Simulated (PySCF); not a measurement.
Species: C₆H₁₀N (doublet state).
Structure used (GFN2-xTB), in Å, numbered top down from 1:
```
atom  x, y, z in Å
C1     2.994   -0.188   -0.278
C2     1.570   -0.592   -0.411
N3     0.642    0.121    0.040
C4    -0.716   -0.274   -0.098
C5    -1.528   -0.190    1.220
C6    -2.434    0.768    0.549
C7    -1.629    0.830   -0.692
H8     3.546   -0.952    0.267
H9     3.066    0.759    0.247
H10    3.444   -0.093   -1.265
H11    1.388   -1.549   -0.929
H12   -0.830   -1.244   -0.610
H13   -1.967   -1.132    1.565
H14   -0.940    0.228    2.044
H15   -3.385    1.179    0.818
H16   -1.092    1.771   -0.849
H17   -2.135    0.572   -1.627
```

The hyperfine couplings belong to this conformer and change with its torsions.

As a line formula: `C/C=N/C1C[CH]C1` [radical].

Computed, not measured: UKS B3LYP, pcH-1 on C H N, non-relativistic, mean-field spin-orbit, GIAO (PySCF). Isolated species at its GFN2-xTB geometry (one conformer only). The geometry wasn't refined by DFT: couplings that depend on bond lengths, twists or pyramidal angles can differ widely from those at the functional's own minimum. Stability of the SCF solution: not tested.

**Question.** The isotropic 13C couplings, averaged over equivalent nuclei, are +95.1, -36.2, +8.7 MHz. Assign them to C4; C5/C7; C6.

**Answer.** 
```tsv
site	a_iso (MHz)	ρ(0) (bohr⁻³)	position	distance from C6 (Å)	spin population	largest |T| (MHz)
C4	+8.7	+0.0078	2 bonds from C6	2.11	+0.01	3.0
C5/C7	-36.2	-0.0322	1 bond from C6	1.48	-0.09	2.8
C6	+95.1	+0.0846	largest spin population	0.00	+1.02	161.2
```

ρ(0) is the spin density at the nucleus and T the dipolar tensor; entries for several nuclei are means. Largest spin populations (Mulliken): C6 (+1.02), C7 (-0.09) and C5 (-0.09). C6 is the only atom above +0.15. The positive populations add up to 1.23 and the negative ones to -0.23, together 2S = 1. The angles at C6 add up to 359.7°, so it is planar; its axial dipolar tensor and the negative coupling of its proton fit spin in a p orbital normal to that plane.

Means are taken over nuclei equivalent by connectivity, which assumes that they swap fast.
